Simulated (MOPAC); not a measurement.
Job for MOPAC: PM6 on CH7ClSi (a complex).

```
PM6 1SCF PRECISE CHARGE=0 THREADS=1
CH7ClSi

C      0.00177899 1    -0.09046503 1     0.20816642 1
H      0.38483717 1    -0.03687533 1    -0.80989607 1
H     -0.33411219 1    -1.10567794 1     0.41539288 1
H      0.79038180 1     0.18139651 1     0.90802214 1
H     -0.83479929 1     0.59879233 1     0.31607937 1
Si    -0.91301048 1    -0.01164449 1     3.90067210 1
Cl     1.10432548 1     0.42243292 1     4.02446867 1
H     -1.57321912 1     1.04725016 1     3.11435936 1
H     -1.46004405 1    -0.05297133 1     5.27102273 1
H     -1.07163691 1    -1.32208756 1     3.24286858 1
```

Program output:

```
*******************************************************************************
 **                                                                           **
 **                              MOPAC v23.2.5                                **
 **                                                                           **
 *******************************************************************************
 ** MOPAC's Digital Object Identifier: https://doi.org/10.5281/zenodo.6511958 **
 **                                                                           **
 ** Please cite the open-source release paper for use of this MOPAC version:  **
 ** J. E. Moussa and J. J. P. Stewart (2026)                                  **
 ** MOPAC: An open-source semiempirical molecular orbital program             **
 ** J. Open Source Softw., 11(119), 8025, https://doi.org/10.21105/joss.08025 **
 *******************************************************************************

                              PM6 CALCULATION RESULTS

 *******************************************************************************
 *  PM6        - The PM6 Hamiltonian to be used
 *
 *
 *
 *                 CHARGE ON SYSTEM = 0
 *
 *
 *
 *  PRECISE    - TIGHTER CRITERIA TO BE USED
 *  1SCF       - DO 1 SCF AND THEN STOP
 *  THREADS=1  - MULTI-THREADING NOT USED
 *  T=         - A TIME OF 172800.0 SECONDS REQUESTED
 *  DUMP=N     - RESTART FILE WRITTEN EVERY 7200.0 SECONDS REQUESTED
 *******************************************************************************
PM6 1SCF PRECISE CHARGE=0 THREADS=1
 CH7ClSi

   ATOM   CHEMICAL          X               Y               Z
  NUMBER   SYMBOL      (ANGSTROMS)     (ANGSTROMS)     (ANGSTROMS)

     1       C          0.00177899  *  -0.09046503  *   0.20816642  *
     2       H          0.38483717  *  -0.03687533  *  -0.80989607  *
     3       H         -0.33411219  *  -1.10567794  *   0.41539288  *
     4       H          0.79038180  *   0.18139651  *   0.90802214  *
     5       H         -0.83479929  *   0.59879233  *   0.31607937  *
     6      Si         -0.91301048  *  -0.01164449  *   3.90067210  *
     7      Cl          1.10432548  *   0.42243292  *   4.02446867  *
     8       H         -1.57321912  *   1.04725016  *   3.11435936  *
     9       H         -1.46004405  *  -0.05297133  *   5.27102273  *
    10       H         -1.07163691  *  -1.32208756  *   3.24286858  *



          CARTESIAN COORDINATES

    NO.       ATOM           X           Y           Z

     1         C          0.0018     -0.0905      0.2082
     2         H          0.3848     -0.0369     -0.8099
     3         H         -0.3341     -1.1057      0.4154
     4         H          0.7904      0.1814      0.9080
     5         H         -0.8348      0.5988      0.3161
     6        Si         -0.9130     -0.0116      3.9007
     7        Cl          1.1043      0.4224      4.0245
     8         H         -1.5732      1.0473      3.1144
     9         H         -1.4600     -0.0530      5.2710
    10         H         -1.0716     -1.3221      3.2429

 General Reference for PM6:
 "Optimization of Parameters for Semiempirical Methods V: Modification of NDDO Approximations
 and Application to 70 Elements", J. J. P. Stewart, J. Mol. Mod., 13, 1173-1213 (2007)
 URL: https://link.springer.com/article/10.1007/s00894-007-0233-4

           Empirical Formula: C H7 Si Cl  =    10 atoms



      MOLECULAR POINT GROUP   :   Cs


      RHF CALCULATION, NO. OF DOUBLY OCCUPIED LEVELS = 11


 -------------------------------------------------------------------------------
 PM6 1SCF PRECISE CHARGE=0 THREADS=1
 CH7ClSi



     1SCF WAS SPECIFIED, SO BFGS WAS NOT USED
     SCF FIELD WAS ACHIEVED


                              PM6 CALCULATION
                                                       MOPAC v23.2.5 Linux




          FINAL HEAT OF FORMATION =        -43.85344 KCAL/MOL =    -183.48281 KJ/MOL


          COSMO AREA              =        136.37 SQUARE ANGSTROMS
          COSMO VOLUME            =        127.33 CUBIC ANGSTROMS

          IONIZATION POTENTIAL    =         11.089658 EV
          HOMO LUMO ENERGIES (EV) =        -11.090 -0.778
          NO. OF FILLED LEVELS    =         11
          MOLECULAR WEIGHT        =         82.6048         POINT GROUP:  Cs

          MOLECULAR DIMENSIONS (Angstroms)

            Atom       Atom       Distance
            H     9    H     2     6.35464
           Cl     7    H     8     2.89463
            H    10   Cl     7     2.20196


          SCF CALCULATIONS        =          1





   ATOM   CHEMICAL          X               Y               Z
  NUMBER   SYMBOL      (ANGSTROMS)     (ANGSTROMS)     (ANGSTROMS)

     1       C          0.00177899  *  -0.09046503  *   0.20816642  *
     2       H          0.38483717  *  -0.03687533  *  -0.80989607  *
     3       H         -0.33411219  *  -1.10567794  *   0.41539288  *
     4       H          0.79038180  *   0.18139651  *   0.90802214  *
     5       H         -0.83479929  *   0.59879233  *   0.31607937  *
     6      Si         -0.91301048  *  -0.01164449  *   3.90067210  *
     7      Cl          1.10432548  *   0.42243292  *   4.02446867  *
     8       H         -1.57321912  *   1.04725016  *   3.11435936  *
     9       H         -1.46004405  *  -0.05297133  *   5.27102273  *
    10       H         -1.07163691  *  -1.32208756  *   3.24286858  *

                             CARTESIAN COORDINATES

   1    C        0.001778990    -0.090465030     0.208166420
   2    H        0.384837170    -0.036875330    -0.809896070
   3    H       -0.334112190    -1.105677940     0.415392880
   4    H        0.790381800     0.181396510     0.908022140
   5    H       -0.834799290     0.598792330     0.316079370
   6   Si       -0.913010480    -0.011644490     3.900672100
   7   Cl        1.104325480     0.422432920     4.024468670
   8    H       -1.573219120     1.047250160     3.114359360
   9    H       -1.460044050    -0.052971330     5.271022730
  10    H       -1.071636910    -1.322087560     3.242868580


           Empirical Formula: C H7 Si Cl  =    10 atoms



      MOLECULAR POINT GROUP   :   Cs


                  EIGENVALUES
 -26.61130 -25.12534 -19.09359 -13.73041 -13.67423 -13.65323 -13.12176 -12.74540
 -12.65238 -11.10203 -11.08966  -0.77805   0.68787   0.70301   1.14152   1.14568
   1.35702   3.58784   4.32214   4.32442   5.98561   5.99382   6.03227   7.22650
  89.55456  89.70248  89.70775  90.18229  90.18494


              NET ATOMIC CHARGES AND DIPOLE CONTRIBUTIONS

  ATOM NO.   TYPE          CHARGE      No. of ELECS.   s-Pop       p-Pop       d-Pop
    1          C          -0.657028        4.6570     1.07956     3.57747
    2          H           0.164313        0.8357     0.83569
    3          H           0.163307        0.8367     0.83669
    4          H           0.168714        0.8313     0.83129
    5          H           0.162941        0.8371     0.83706
    6         Si           0.327056        3.6729     1.20021     1.80736     0.66538
    7         Cl          -0.258705        7.2587     1.99434     5.26234     0.00203
    8          H          -0.023550        1.0235     1.02355
    9          H          -0.023731        1.0237     1.02373
   10          H          -0.023316        1.0233     1.02332
 DIPOLE           X         Y         Z       TOTAL
 POINT-CHG.    -2.319    -0.503    -0.177     2.379
 HYBRID         0.826     0.176     0.025     0.845
 SUM           -1.493    -0.327    -0.151     1.536


          ATOMIC ORBITAL ELECTRON POPULATIONS

     Atom    s        px        py        pz      x^2-y^2     xz        z^2       yz        xy
    1  C   1.07956   1.19318   1.19058   1.19371
    2  H   0.83569
    3  H   0.83669
    4  H   0.83129
    5  H   0.83706
    6 Si   1.20021   0.41160   0.69294   0.70282   0.14372   0.14877   0.11868   0.13932   0.11488
    7 Cl   1.99434   1.47178   1.88572   1.90484   0.00083   0.00035   0.00038   0.00004   0.00042
    8  H   1.02355
    9  H   1.02373
   10  H   1.02332

 **********************
 *                    *
 * JOB ENDED NORMALLY *
 *                    *
 **********************




 == MOPAC DONE ==
```

The run finished.

Cost: very roughly 0.04 core-seconds.
